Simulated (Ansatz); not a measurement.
In₁₁As₁₁H₂₈⁻, a nanocrystal cut from wurtzite InAs (hydrogen-capped). Total charge -1; doublet. Geometry PBE-D4/def2-SVP, that of the neutral singlet; atoms count from 1.

Cartesian coordinates in Å:
```
In 1.460 4.563 -1.380
As -0.596 4.218 -3.182
In 3.288 2.195 1.329
As 2.216 1.328 3.674
As 1.285 2.068 -0.354
In -0.975 1.631 1.006
In -2.047 1.964 -3.481
As -2.804 1.426 -0.974
In 0.762 -0.949 3.989
As -1.030 -0.814 2.083
In -3.240 -1.292 3.565
In -4.266 -0.806 -1.144
As -4.972 -1.239 1.422
As 4.788 -0.038 0.842
In 1.880 0.260 -2.208
As -0.240 0.041 -3.813
In 3.817 -2.563 0.593
As 2.681 -2.659 3.059
As 1.683 -2.085 -0.872
In -0.591 -2.822 0.398
In -1.245 -2.481 -4.118
As -2.327 -2.566 -1.611
H 0.866 5.712 -0.218
H 2.898 4.644 -2.358
H -1.631 5.335 -3.044
H -0.143 4.604 -4.591
H 4.343 3.558 1.578
H 1.262 2.446 4.088
H 3.201 1.514 4.829
H -1.336 2.896 2.158
H -3.325 2.099 -4.655
H -3.838 2.513 -0.667
H 0.457 -1.279 5.671
H -3.625 0.122 4.502
H -3.203 -2.958 4.066
H -5.611 -0.758 -2.247
H -6.126 -0.269 1.682
H -5.836 -2.501 1.404
H 6.044 -0.038 1.715
H 5.506 0.242 -0.476
H 3.453 0.437 -2.948
H 0.358 0.391 -5.179
H 5.042 -3.765 0.338
H 3.755 -2.885 4.126
H 2.060 -4.049 3.157
H 1.847 -3.145 -1.967
H -0.418 -4.395 1.137
H -2.563 -2.381 -5.249
H 0.116 -3.571 -4.119
H -3.079 -3.899 -1.555
```

In the def2 sets In takes a core potential; there is no spin–orbit coupling. Single mean-field runs in def2-TZVP are fitted with def2-universal-jkfit.

(1) Estimate the Mulliken populations of the heavy atoms from the PBE0/def2-TZVP orbitals of Ansatz.

(2) Where does the spin sit?

(3) And the Mayer bond orders between heavy atoms (over 0.3)?

## Answers

(1) 
| atom | charge (e) | spin (α − β) |
| --- | --- | --- |
| In1 | 0.37 | 0.05 |
| As2 | -0.38 | 0.00 |
| In3 | 0.62 | 0.07 |
| As4 | -0.44 | 0.03 |
| As5 | -0.87 | -0.02 |
| In6 | 0.59 | 0.14 |
| In7 | 0.59 | 0.01 |
| As8 | -0.61 | 0.00 |
| In9 | 0.62 | 0.07 |
| As10 | -0.87 | -0.02 |
| In11 | 0.37 | 0.05 |
| In12 | 0.59 | 0.01 |
| As13 | -0.38 | 0.00 |
| As14 | -0.44 | 0.04 |
| In15 | 0.60 | 0.04 |
| As16 | -0.60 | 0.00 |
| In17 | 0.60 | 0.04 |
| As18 | -0.44 | 0.04 |
| As19 | -0.63 | 0.00 |
| In20 | 0.60 | 0.04 |
| In21 | 0.40 | 0.01 |
| As22 | -0.60 | 0.00 |
Mulliken values depend strongly on the basis.

(2) Summed by element: In 0.54, As 0.06, H 0.39, of 1 unpaired in all. Largest on single atoms: In6 0.14, In3 0.07, In9 0.07.

(3) In1–As2 0.52 (2.76 Å); In1–As5 0.67 (2.70 Å); As2–In7 0.61 (2.70 Å); In3–As4 0.57 (2.72 Å); In3–As5 0.72 (2.62 Å); In3–As14 0.56 (2.73 Å); As4–In9 0.58 (2.72 Å); As5–In6 0.62 (2.67 Å); As5–In15 0.67 (2.66 Å); In6–As8 0.52 (2.70 Å); In6–As10 0.62 (2.67 Å); In7–As8 0.68 (2.67 Å); In7–As16 0.70 (2.66 Å); As8–In12 0.68 (2.67 Å); In9–As10 0.72 (2.62 Å); In9–As18 0.56 (2.73 Å); As10–In11 0.67 (2.70 Å); As10–In20 0.67 (2.66 Å); In11–As13 0.52 (2.76 Å); In12–As13 0.61 (2.70 Å); In12–As22 0.70 (2.66 Å); As14–In17 0.59 (2.72 Å); In15–As16 0.63 (2.67 Å); In15–As19 0.60 (2.71 Å); As16–In21 0.61 (2.73 Å); In17–As18 0.59 (2.72 Å); In17–As19 0.70 (2.63 Å); As19–In20 0.60 (2.71 Å); In20–As22 0.63 (2.67 Å); In21–As22 0.61 (2.73 Å).
